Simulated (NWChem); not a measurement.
System: C2H6OSi, singlet; SMILES CO[Si]C

```xyz
10

Si    -0.7893    -0.7667    -0.0001
C      1.0234    -1.3970     0.0001
H      1.0396    -2.4984    -0.0004
H      1.5826    -1.0533     0.8895
H      1.5831    -1.0525    -0.8887
O     -0.5913     0.8901     0.0003
C      0.5054     1.7587    -0.0001
H      1.4738     1.2301     0.0069
H      0.4682     2.4033    -0.8938
H      0.4605     2.4131     0.8860
```
Atoms are numbered in this order, from 1.

Computed with NWChem. Medium grid unless said otherwise, to which SCAN and Minnesota functionals are sensitive. Low-valent species are run as closed-shell singlets; no triplet was tried in these runs. Geometry: optimised at PBE0/def2-SVP. Total energies of different functionals are on different scales.

| level | energy (Ha) | highest occupied level (eV) | orbital gap (eV) | dipole (D) |
|---|---|---|---|---|
| PBE/def2-SVP | -443.9730 | -5.02 | 2.74 | 2.31 |
| B3LYP/def2-SVP | -444.3406 | -5.92 | 4.31 | 2.18 |
| PBE0/def2-SVP | -444.0147 | ? | ? | 2.32 |
| M06-2X/def2-SVP | -444.2251 | -7.12 | 6.54 | 2.15 |
| BLYP/def2-SVP | -444.2511 | -4.86 | 2.76 | 2.16 |
| CAM-B3LYP/def2-SVP | -444.2475 | -7.40 | 7.11 | 2.20 |

**Question.** Some entries are withheld; supply them.

**Answer.** 
- PBE0/def2-SVP, highest occupied level (eV): -6.13
- PBE0/def2-SVP, orbital gap (eV): 4.67
